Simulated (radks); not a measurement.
The numbers below are computed, except where a source is named.
Initial-state core-level shifts of the xenon ion Xe+ when its valence configuration changes from [Kr] 4d10 5s2 5p5. Code: a radial shooting solver on a logarithmic mesh with Libxc functionals. Model: non-relativistic Kohn-Sham, LDA (Slater exchange, Perdew-Wang correlation), spin-unpolarised, spherical densities, point nucleus; relativity is left out, which matters for an element this heavy. Shifts are changes of the shell-averaged eigenvalues in eV (positive: less bound); the change of the density at the nucleus, which sets a Mossbauer isomer shift, is in e/bohr^3, on a base of 1.11e+05.

valence                1s       2p       3d      4p  density at nucleus
4d10 5s1.5 5p5.5   -0.558   -0.557   -0.572  -0.550              -16.12
4d9 5s2 5p6       -10.382  -10.962  -10.433  -7.887              +12.29
4d9.5 5s2 5p5.5    -5.162   -5.446   -5.191  -3.949               +6.10
4d10 5s1 5p6       -1.107   -1.106   -1.136  -1.094              -32.51
